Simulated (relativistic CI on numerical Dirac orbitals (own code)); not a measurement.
# Hyperfine structure of Tb⁷⁺, mass number 157

Calculated at this level of theory: Dirac-Coulomb-Breit CI, separate exchange-only KLI orbitals for each configuration, model QED (radiative potential, 1s self-energy scaled to tabulated hydrogen-like ionisation energies), unscaled Slater integrals (own radial code, finite nucleus).

Configurations in the expansion (outside the closed core [Kr] 4d10 5s2): 4f7 5p3. The list is cut by size and lacks configurations that can hold low levels.

Nuclear spin I = 3/2, μ = 2.03 μN, Q = 1.4 b (tables of Stone and Pyykkö). The electronic factors are computed for point nuclear moments, without core polarisation or the Bohr-Weisskopf and QED corrections.

```
        Level  E (cm⁻¹)  A (MHz)  B (MHz)
 4f7 5p3 9D_2   42426.6    -3719     1450
 4f7 5p3 9P_4   52939.1      373     2120
 4f7 5p3 9P_3   55298.0    99.12     1470
4f7 5p3 9I_10   57450.3     1079     2930
 4f7 5p3 9I_4   57470.0     1170    -1430
 4f7 5p3 9I_5   57488.0     1055    -1260
 4f7 5p3 9I_3   57532.2     1412    -1030
 4f7 5p3 9I_6   57557.7     1004     -801
```

Levels with J = 0, under 50 % of one LS term, or S terms without an open s electron are left out. Small factors come from cancelling terms and can be off by tens of per cent or more.

At this charge configurations can still be misplaced by up to about 7 % of their energy. Terms inside the open d or f shell come out 10 to 20 % too wide with unscaled integrals. Levels and lines within the n = 5 or 6 shells can be off by up to 10 % or somewhat more, and those that change n by about 2 %, since core polarisation is missing.

Question: Give the hyperfine levels of 4f7 5p3 9D_2 relative to its centre of gravity.

Answer: With K = F(F + 1) − I(I + 1) − J(J + 1), E = AK/2 + B[¾K(K + 1) − I(I + 1)J(J + 1)]/[2I(2I − 1)J(2J − 1)]: F = 1/2: 18000, F = 3/2: 11160, F = 5/2: 956.1, F = 7/2: -10790 MHz.

LS names give the leading component of a level, which can be under half, so a name can repeat, a term be missing and a line seem to break the LS rules.
